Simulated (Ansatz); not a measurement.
Isomers of Li2Al2⁺ (doublet), relaxed with PBE-D4/def2-TZVP; total energies from Ansatz at PBE0-D4/def2-TZVP.

| isomer | description | energy (Eh) |
| --- | --- | --- |
| A | point group D∞h; 2 × Al–Li 2.68 Å; 1 × Al–Al 2.61 Å | -499.41125 |
| B | point group C2v; 1 × Al–Al 2.48 Å | -499.40741 |

The isomers come from a short search, and lower ones may exist.

Question: Work out the relative energies (1 Eh = 2625.5 kJ/mol) and the Boltzmann populations at 1200 K from electronic energies alone (R = 8.314 J/mol/K).

Answer: ΔE: A 0.0, B 10.1 kJ/mol. RT = 9.98 kJ/mol. Factors exp(−ΔE/RT): A 1, B 0.363; sum 1.363. Populations: A 73.4 %, B 26.6 %. Zero-point energy, vibrational entropy and symmetry numbers are left out and can shift these; an error of 4 kJ/mol changes a ratio by a factor of 1.5. Over the other density-functional and correlated levels in def2 sets, the gap between A and B ranges from -4 to 9 kJ/mol.
